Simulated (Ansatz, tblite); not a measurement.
Cost and result up the ladder for the cluster NaLi3 (4 atoms). Charge 0, multiplicity 1. Geometry: PBE/def2-TZVP.

Cartesian coordinates in Å:
```
Li 0.974 -0.714 -0.560
Li -0.970 0.648 0.641
Li 0.083 -1.786 2.160
Na -0.087 1.853 -2.242
```

Ansatz on 4 threads of Arm Neoverse V2 on a shared host; xTB runs through tblite on one thread. Times are rough, summed over both states, and most runs start from the orbitals of an earlier one. PBE0/def2-TZVP serves as the yardstick here, not as an exact answer. The other state is a triplet at its own geometry, which has other bonds, so the gap mixes isomer and spin.

The xTB rows come from tblite. At PBE0/def2-TZVP a broken-symmetry singlet of charge 0 lies 0.37 eV below the triplet, each at its own geometry. The structure comes from a short search, and lower isomers may exist.

Run but left out: HF/STO-3G (singlet: restricted singlet, unstable in another Hartree–Fock run and untested here); HF/def2-TZVP, HF/def2-TZVPP, r2SCAN/def2-TZVP, PBE-QIDH/def2-TZVP, RPA@PBE/def2-TZVP, MP2/def2-TZVP, MP2/def2-TZVPP, CCSD/def2-TZVPP, CCSD(T)/def2-TZVPP (singlet: restricted singlet, unstable towards broken spin symmetry); B97M-V/def2-TZVP, B3LYP/def2-TZVP, HSE06/def2-TZVP, B2PLYP/def2-TZVP (singlet: restricted singlet, unstable towards broken spin symmetry at other levels and untested here).

xTB has no spin-polarisation term.

```csv
level,functions,wall time,triplet − singlet (eV),difference from PBE0/def2-TZVP (eV)
GFN1-xTB,16,0.003 s,0.67,0.32
GFN2-xTB,16,0.004 s,0.75,0.39
PBE/def2-TZVP (with forces),74,1.3 s,0.36,0.00
PBE0/def2-TZVP,74,4 s,0.36,0.00
```
